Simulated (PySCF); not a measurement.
ZrCl4, singlet: structure and spectrum

All numbers come from PySCF, PBE, basis Zr def2-TZVP with ECP28, Cl def2-TZVP (scalar-relativistic core potentials, no spin–orbit coupling, density fitting).

The structure is a minimum.

```xyz
5
charge 0 multiplicity 1, angstrom
Zr    0.0000    0.0000    0.0000
Cl   -1.3457   -1.3457    1.3457
Cl    1.3457   -1.3457   -1.3457
Cl   -1.3457    1.3457   -1.3457
Cl    1.3457    1.3457    1.3457
```

```
Point group                                                                   : Td
Bond lengths                                                                  : Zr–Cl 2.331 Å (×4)
Bond angles                                                                   : Cl–Zr–Cl 109.5° (×6)
Rotational constants                                                          : 0.03327, 0.03327, 0.03327 cm⁻¹
Rotational symmetry number                                                    : 12
Lowest empty level                                                            : -3.53 eV
Zero-point energy                                                             : 12.8 kJ/mol
Principal polarisabilities                                                    : 93.6, 93.6, 93.6 bohr³
Dipole moment                                                                 : 0.00 D
Heat capacity Cp at 298.15 K                                                  : 98.3 J/(mol K)
Atomisation energy without zero-point energy                                  : 2029 kJ/mol
Enthalpy at 298.15 K above 0 K                                                : 22.67 kJ/mol
Highest occupied level                                                        : -8.34 eV
Entropy at 298.15 K and 1 bar                                                 : 369.1 J/(mol K)
Principal quadrupole moments (Buckingham, traceless) about the centre of mass : 0.00, 0.00, 0.00 D Å
```

Harmonic modes (masses in u: Zr 89.905, Cl 34.969):
| symmetry | ω (cm⁻¹) | IR (km/mol, summed over degenerate members) | μ (u) |
| --- | --- | --- | --- |
| e | 98 | 0.0 | 34.97 |
| t2 | 106 | 6.3 | 40.66 |
| a1 | 369 | 0.0 | 34.97 |
| t2 | 420 | 305 | 45.53 |

In Td the vibrations span e + 2t2 + a1. The a1, e modes carry no infrared intensity, as symmetry demands.

Charges (e):
```tsv
atom	Mulliken	Löwdin	polar tensor	Mayer order to Zr1
Zr1	1.20	-0.58	2.10	–
Cl2,3,4,5	-0.30	0.15	-0.52	1.16
```

Mulliken populations on Zr1 (electrons outside its core potential): s 2.27, p 6.31, d 2.14, f 0.08.

Outer orbital energies (eV). occupied: -9.30, -9.30, -8.82, -8.82, -8.82, -8.34, -8.34, -8.34; empty: -3.53, -3.53, -2.65, -2.65.

Formally Zr is in oxidation state +4, d0. The polar-tensor charge on Zr, 2.10, is far below the formal one.

This need not be the most stable arrangement of these atoms.

The final relaxation and frequency run took 33 s on 4 threads of a shared Arm Neoverse V2 host, with 188 basis functions and 6 gradients; the process peaked at 1.9 GiB.
